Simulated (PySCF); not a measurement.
OZr (SMILES [O]=[Zr]), singlet, at a GFN2-xTB geometry (such geometries of metal compounds can be far from the true shape) (core potentials on Zr). Base run: PySCF with DF-R2SCAN/def2-SVP.

The PySCF input:
```python
from pyscf import gto, scf, dft

mol = gto.Mole()
mol.atom = '''
    Zr   -0.000000   -0.000000   -0.291967
    O     0.000000    0.000000    1.459834
'''
mol.basis = 'def2-svp'
mol.ecp = {'Zr': 'def2-svp'}
mol.charge = 0
mol.spin = 0
mol.verbose = 4
mol.build()

mf = dft.RKS(mol)
mf.xc = 'r2scan'
mf = mf.density_fit(auxbasis='def2-universal-jkfit')
mf.kernel()
```

The base run was repeated with changes; each row names its change, and settings that it needs were set with it.

| change | basis functions | E (Eh) | HOMO (eV) | HOMO-LUMO gap (eV) | dipole (D) |
|---|---|---|---|---|---|
| base | 45 | -122.14356 | -4.74 | 0.46 | 2.64 |
| basis = LANL2DZ | 31 | -121.71716 | -4.92 | 0.01 | 2.68 |
| basis = def2-SV(P) | 38 | -122.13127 | -4.74 | 0.41 | 2.83 |
| basis = def2-SVPD | 57 | -122.14833 | -4.78 | 0.45 | 2.67 |
| basis = def2-TZVP | [?] | [?] | -4.77 | 0.49 | 2.62 |
| basis = def2-TZVPD | 80 | -122.24998 | -4.77 | 0.48 | 2.62 |
| basis = def2-TZVPP | 87 | -122.25180 | -4.77 | 0.49 | 2.60 |
| basis = def2-QZVP | 129 | -122.25669 | -4.77 | 0.49 | 2.59 |
| basis = def2-QZVPP | [?] | [?] | -4.77 | 0.49 | 2.60 |

### Question
Fill in the missing entries.

### Answer

- basis = def2-TZVP, basis functions: 71
- basis = def2-TZVP, E (Eh): -122.24960
- basis = def2-QZVPP, basis functions: 138
- basis = def2-QZVPP, E (Eh): -122.25694

Totals compare only among sets that treat the same electrons; sets with core potentials leave the core out.
